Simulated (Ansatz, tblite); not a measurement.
Removing and adding an electron: Sn(OEt)4 (C₈H₂₀O₄Sn). Charge 0, multiplicity 1. Geometry: PBE-D4/def2-SVP. Ansatz, gas phase; energy differences of separate SCF runs; the oxidised species was run as a doublet alone; the reduced species was run as a doublet alone.

```csv
atom,x (Å),y (Å),z (Å)
Sn1,-0.002,0.000,-0.002
O2,0.340,0.870,-1.773
C3,-0.749,1.013,-2.690
C4,-0.188,1.512,-4.013
H5,-1.282,0.045,-2.841
H6,-1.504,1.739,-2.301
H7,-1.000,1.655,-4.754
H8,0.334,2.481,-3.872
H9,0.541,0.785,-4.424
O10,-1.020,-1.680,-0.387
C11,-1.551,-2.430,0.711
C12,-2.437,-3.528,0.145
H13,-0.729,-2.882,1.318
H14,-2.139,-1.778,1.399
H15,-2.860,-4.149,0.961
H16,-3.275,-3.091,-0.436
H17,-1.856,-4.186,-0.533
O18,-1.113,1.050,1.291
C19,-0.554,2.228,1.882
C20,-1.507,2.706,2.966
H21,0.452,2.024,2.318
H22,-0.417,3.030,1.116
H23,-1.124,3.632,3.443
H24,-2.507,2.921,2.537
H25,-1.627,1.930,3.749
O26,1.789,-0.239,0.862
C27,2.854,-0.810,0.094
C28,4.134,-0.692,0.907
H29,2.647,-1.884,-0.135
H30,2.972,-0.289,-0.885
H31,4.988,-1.139,0.358
H32,4.366,0.372,1.115
H33,4.027,-1.217,1.878
```

In the def2 sets Sn takes a core potential; there is no spin–orbit coupling. The xTB rows come from tblite. HOMO above LUMO, or a gap near zero within one spin, warns that the state may not be the lowest or that an electron is smeared out.

| level | −HOMO (eV) | vertical IE (eV) | −LUMO (eV) | vertical EA (eV) | HOMO–LUMO gap (eV) | IE − EA (eV) | remarks |
| --- | --- | --- | --- | --- | --- | --- | --- |
| GFN1-xTB | 12.34 | 14.27 | 9.56 | 7.05 | 2.78 | 7.22 | – |
| GFN2-xTB | 11.18 | 13.09 | 8.28 | 5.77 | 2.90 | 7.31 | – |
| PBE-D4/def2-SVP | 6.01 | 8.29 | 2.60 | 0.22 | 3.41 | 8.06 | HOMO above zero (-1 doublet), gap within one spin near zero (+1 doublet) |
| PBE0-D4/def2-SVP | 7.70 | 9.24 | 1.68 | 0.12 | 6.02 | 9.12 | HOMO above zero (-1 doublet) |

   A HOMO above zero means that the electron is unbound at that level or that self-interaction error raises the level; the energy of removing that electron tells which. Raw xTB energy differences between charge states are shifted by several eV; the methods need an empirical correction for them. Sets without diffuse functions give affinities that are too small.
